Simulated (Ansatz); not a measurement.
`IB1C[SiH2]1` → B• + C• + 4 H• + I• + Si•  (atomization)

Calculated with Ansatz (gas phase, PBE0-D4/def2-TZVP geometries, no zero-point term in ΔE). CCSD(T)/CBS adds triple-zeta CCSD(T) − MP2 to the extrapolated MP2 energy (def2 sets, frozen cores). This one scheme is used for every species, atoms too. DFT in def2-TZVPP. HSE06 is defined as in plane-wave codes. No spin–orbit coupling; open shells (•) take unrestricted orbitals. Spin–orbit coupling would lower the free atoms: a little for B, C, Si; strongly for I. Elements past krypton have def2 core potentials. For I outer-core shells are correlated without core-valence functions, so the limit isn't a true one: a few kJ/mol of doubt a bond, and 10 to 20 or more in all where bonds break to atoms.

| level | ΔE (kcal/mol) |
| --- | --- |
| PBE-D4 | 636.8 |
| r2SCANh-D4 | 626.3 |
| HSE06 | 625.2 |
| MP2/def2-QZVPP | 626.7 |

Q: What does CCSD(T)/CBS give? (Best estimate.)

A: Ansatz gave: +621.7 kcal/mol. The listed levels differ from it by 15.1, 4.6, 3.5, 5.0 kcal/mol.

Largest T1 diagnostic among the species: 0.014.

In def2-TZVPP, CCSD(T) changes the Hartree–Fock value by +147.5 kcal/mol (the triples alone add +11.5 kcal/mol) and MP2 by +159.5 kcal/mol; breaking electron pairs costs correlation energy, which Hartree–Fock lacks. From BLYP to BHLYP (50 % exact exchange), in def2-TZVPP and without D4, ΔE moves by −7.4 kcal/mol: exact exchange takes away binding that semilocal exchange gives to molecules. At CCSD(T), def2-SVP lies −35.6 kcal/mol from the extrapolated value and def2-TZVPP −16.9 kcal/mol: correlation converges slowly with the basis, and small sets miss more of it in the bonded molecule than in its fragments.

For atomizations the MP2-based limit and the directly extrapolated one differ by several kJ/mol either way, and by 10 to 25 for some Ge, Se and Sn compounds, so smaller differences from it don't rank the levels.
